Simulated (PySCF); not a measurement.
Ionisation energy of Ca by level of theory

Ca [Ar] 4s2 (1S) → Ca⁺ [Ar] 4s1 (2S), as a difference of total energies. Calculation: PySCF 2.14, in aug-cc-pVDZ-X2C (6s5p3d, 36 functions); the spin-free X2C one-electron Hamiltonian (Gaussian nucleus). Correlated levels: valence: [Ar] frozen. The calculations carry no spin-orbit coupling.

```json
{"method": "UHF", "ionisation energy (eV)": "5.147"}
{"method": "LDA", "ionisation energy (eV)": "6.273"}
{"method": "PBE", "ionisation energy (eV)": "6.131"}
{"method": "PBE0", "ionisation energy (eV)": "6.049"}
{"method": "r2SCAN", "ionisation energy (eV)": "5.851"}
{"method": "M06-L", "ionisation energy (eV)": "6.146"}
{"method": "B3LYP", "ionisation energy (eV)": "6.201"}
{"method": "revPBE", "ionisation energy (eV)": "6.066"}
{"method": "wB97M-V", "ionisation energy (eV)": "6.171"}
{"method": "MP2 (valence)", "ionisation energy (eV)": "5.624"}
{"method": "SCS-MP2 (valence)", "ionisation energy (eV)": "5.720"}
```

Task: How much does correlation contribute at MP2 (valence)?

Result: 5.624 − (5.147) = 0.477 eV, measured against UHF.

Errors of the correlated levels include the incompleteness of this basis and the frozen core.

MP2 underrates the near-degeneracy of ns² with np² in the lower species.

For comparison: 6.113 eV (measured; NIST Atomic Spectra Database, ionization energies).
